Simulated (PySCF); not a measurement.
**Electronic absorption of Ge2H9NOSi**

Compound: Ge₂H₉NOSi.
Bonds: Si1–O2, O2–Ge3, Ge3–N4, N4–Ge5. Hydrogens: H6, H7, H8 on Si1; H9, H10 on Ge3; H11 on N4; H12, H13, H14 on Ge5.

Theory: TDDFT CAM-B3LYP/def2-SVPD, vertical, gas phase, core orbitals frozen in the response (PySCF). The structure is a single PBE0-D3(BJ)/def2-SVP conformer in the gas phase; no vibrational or solvent corrections. Relativistic effects, spin–orbit coupling among them, are left out although an element past zinc is present. Torsions of this conformer, `[SiH3:1][O:2][GeH2:3][NH:4][GeH3:5]`: Si1–O2–Ge3–N4 -10°, O2–Ge3–N4–Ge5 88°.

| state | E (eV) | E (kJ/mol) | λ (nm) | f | main configurations (H = HOMO, L = LUMO) |
| --- | --- | --- | --- | --- | --- |
| S1 | 6.18 | 596 | 200.7 | 0.017 | H→L (87%) |
| S2 | 7.00 | 676 | 177.1 | 0.042 | H→L+1 (80%) |
| S3 | 7.17 | 691 | 173.0 | 0.035 | H→L+2 (72%) |
| S4 | 7.17 | 692 | 172.9 | 0.0007 | H-1→L+2 (39%), H-1→L+1 (30%), H-1→L (20%) |
| S5 | 7.45 | 719 | 166.5 | 0.0070 | H→L+3 (74%) |
| S6 | 7.70 | 743 | 161.1 | 0.021 | H-1→L (57%), H-1→L+2 (14%) |
| S7 | 7.74 | 747 | 160.2 | 0.0028 | H-2→L+2 (30%), H-2→L+1 (22%), H-2→L (10%) |
| S8 | 7.82 | 755 | 158.5 | 0.036 | H→L+5 (81%) |
| S9 | 7.97 | 769 | 155.6 | 0.023 | H→L+6 (47%), H→L+8 (17%), H→L+7 (13%) |
| S10 | 8.03 | 774 | 154.5 | 0.017 | H→L+7 (43%), H→L+6 (19%), H→L+9 (13%) |

Triplets, Tamm–Dancoff:

```json
{"state": "T1", "E (eV)": "5.73", "λ (nm)": "216.2", "main configurations (H = HOMO, L = LUMO)": "H→L (70%), H→L+1 (12%)"}
{"state": "T2", "E (eV)": "6.62", "λ (nm)": "187.4", "main configurations (H = HOMO, L = LUMO)": "H→L+1 (61%), H→L+2 (17%)"}
{"state": "T3", "E (eV)": "6.73", "λ (nm)": "184.1", "main configurations (H = HOMO, L = LUMO)": "H→L+2 (57%), H→L (16%), H→L+1 (10%)"}
{"state": "T4", "E (eV)": "6.82", "λ (nm)": "181.7", "main configurations (H = HOMO, L = LUMO)": "H-1→L+2 (42%), H-1→L+1 (34%), H-1→L (11%)"}
```

The lowest singlet lies at 6.18 eV (201 nm, ultraviolet) and is weak; its leading configuration is HOMO→LUMO (87%). The strongest level in the table is S2 at 7.00 eV (177 nm, f = 0.042). S3/S4 lie within about 0.01 eV of each other. Löwdin shares by element: HOMO nitrogen 57%, germanium 12% or more, oxygen 8%, hydrogen 6% or more (atoms not listed hold the other 17%); LUMO germanium 45%, hydrogen 11% or more, nitrogen 7% (atoms not listed hold the other 36%). The listed states span 1.85 eV, and the widest gap between neighbours is 0.82 eV (S1 to S2). Orbital energies (eV): HOMO-3 -10.93, HOMO-2 -10.20, HOMO-1 -9.67, HOMO -8.88, LUMO 0.65, LUMO+1 0.95, LUMO+2 1.13. The oscillator strengths of these states sum to 0.202; summed over the whole spectrum of an exact calculation they would give the number of electrons, 102 (Thomas–Reiche–Kuhn). All these states lie below the vertical ionisation energy of 9.46 eV (ΔSCF). The window holds the lowest 10 singlets.
